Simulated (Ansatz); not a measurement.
A nudged elastic band was laid between two geometries of C2H4FSi (8 atoms, charge 1, multiplicity 1).

All numbers below come from RKS PBE-D4/STO-3G (Ansatz).

| Item | Value |
| --- | --- |
| movable images | 7 |
| climbing image | yes |
| spring | 5.0 eV/Å² |
| optimiser | quadratic models (default) |
| start path | through a guess of the saddle point |
| force threshold | 0.03 eV/Å |
| iteration limit | 60 |
| end points | relaxed |

Image 0:

```xyz
8
Properties=species:S:1:pos:R:3
C -0.253 1.336 -0.234
C -0.399 -0.110 -0.049
Si 0.515 -1.570 0.489
F 0.941 -2.587 -0.720
H 0.607 1.849 0.255
H -1.222 1.872 -0.062
H -0.110 1.406 -1.362
H -0.079 -2.196 1.683
```

Image 8:

```xyz
8
Properties=species:S:1:pos:R:3
C -0.210 1.331 -0.291
C -0.087 0.043 0.397
Si 0.374 -1.678 0.115
F 1.730 -2.143 0.903
H 0.324 1.468 -1.259
H -0.029 2.182 0.418
H -1.329 1.395 -0.486
H -0.773 -2.598 0.203
```

Task: Which bonds break or form, and what moves?

Result: No bond is made or broken. The dihedral C1–C2–Si3–F4 changes from -107 to 114° by way of a nearly straight angle C1–C2–Si3 (up to 177°), not by a turn about the bond.

Task: What energy profile does the band end with?

Result: It converged. The highest image is number 5 of 0 to 8, 0.136 eV above the ends, which have the same energy within 2 meV. The profile has 3 maxima (images 3, 5, 7) with wells between them (images 4, 6): this band takes more than one step, which may be the mechanism or a detour left from its start path. A vibrational analysis at the climbing image gives one clearly imaginary mode, 230i cm⁻¹: a first-order saddle point. Limits of this set-up: minimal basis, the dipole of an ion depends on the origin.

```tsv
image	path coordinate (Å)	energy (eV)	angle C1–C2–Si3 (°)
0	0.00	0.000	142
1	0.77	0.002	142
2	1.53	0.017	141
3	2.30	0.025	141
4	3.06	0.001	141
5	3.83	0.136	177
6	5.34	0.001	142
7	6.86	0.012	141
8	8.37	0.000	142
```

Task: What is the geometry of the highest image?

Result: 
```xyz
8
Properties=species:S:1:pos:R:3
C -0.373 1.308 -0.343
C -0.087 -0.057 0.040
Si 0.325 -1.669 0.474
F 1.879 -2.125 0.244
H 0.660 1.638 -0.705
H -0.627 2.002 0.498
H -1.050 1.430 -1.225
H -0.728 -2.528 1.018
```

The band took 27 iterations and about 3 core-minutes.

Time of the run: 3 min on 1 thread of Arm Neoverse V2 (shared host), peak memory 0.09 GiB.
